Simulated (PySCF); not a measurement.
Species: C4H5N3O.
Cartesian coordinates in Å at the GFN2-xTB level; atoms count from 1:
```xyz
13
C4H5N3O angstrom
C     -2.2766   -0.1394    0.0728
N     -0.8613   -0.2682   -0.1081
C      0.1225    0.5185    0.3552
C      1.2879   -0.0562   -0.1402
C      2.6742    0.3428    0.0283
O      3.0446    1.2958    0.6667
N      0.9197   -1.1436   -0.8655
N     -0.3430   -1.2587   -0.8402
H     -2.6757    0.6339   -0.5867
H     -2.5037    0.1186    1.1067
H     -2.7340   -1.0940   -0.1805
H     -0.0373    1.3784    0.9698
H      3.3782   -0.3274   -0.4961
```

NICS = −σ at a ghost point: NICS(0) at the centroid of the ring atoms, NICS(1) 1 Å to either side along the normal of their mean plane, zz for the tensor component along that normal. Level: GIAO PBE0/pcSseg-1 (PySCF, non-relativistic, gas phase) on the GFN2-xTB geometry, one conformer.

Ring bond lengths (Å), with Mayer bond orders in brackets: N2–C3 1.342 (1.20), C3–C4 1.391 (1.34), C4–N7 1.358 (1.29), N7–N8 1.268 (1.52), N8–N2 1.336 (1.14).

Problem. Give the NICS values of each ring in ppm.

Solution. 
```tsv
ring	type	NICS(0)	NICS(1), two faces	NICS(1)zz, two faces	rms pucker (Å)	centre to ring atoms, mean (Å)
N2–C3–C4–N7–N8	5-membered ring with 3 N; formal bonds all aromatic	-12.1	-12.7 / -12.8	-31.2 / -31.6	0.00	1.14
```

Problem. What can be read from them?

Solution. 
- N2–C3–C4–N7–N8: mean NICS(1)zz -31.4 ppm, shielded. For a flat ring without four-coordinate atoms the NICS criterion counts such a value as aromatic.

Problem. How equal are the bonds by HOMA? Use HOMA with the parameters of Krygowski (1993).

Solution. 
- N2–C3–C4–N7–N8: HOMA 0.92; the largest term is that of N7–N8, α(R − Ropt)² = 0.22. The geometric and the magnetic index point the same way.

Problem. List the ring angles and the Hirshfeld charges of the ring atoms.

Solution. 
- N2–C3–C4–N7–N8: N2 109.8° (+0.054 e), C3 104.4° (+0.001 e), C4 107.1° (-0.012 e), N7 109.4° (-0.125 e), N8 109.3° (-0.071 e); sum 540.0° against 540° for a flat convex ring.

Problem. How shielded are the nuclei of the rings and their hydrogens (means over atoms taken as equivalent)?

Solution. 
| atoms | environment | σ isotropic (ppm) | principal values of the symmetric part, first atom (ppm) |
| --- | --- | --- | --- |
| N2 | pyrrole-type nitrogen | 5.5 | -158.8, 56.2, 118.9 |
| C3 | aromatic CH next to a ring nitrogen | 53.9 | -23.0, 37.0, 147.6 |
| C4 | substituted aromatic carbon | 32.3 | -21.5, 17.2, 101.2 |
| N7 | pyridine-type nitrogen | -130.4 | -406.4, -168.1, 183.3 |
| N8 | pyridine-type nitrogen | -139.2 | -384.0, -125.5, 91.8 |
| H12 | aromatic hydrogen | 23.56 | 21.2, 22.4, 27.0 |
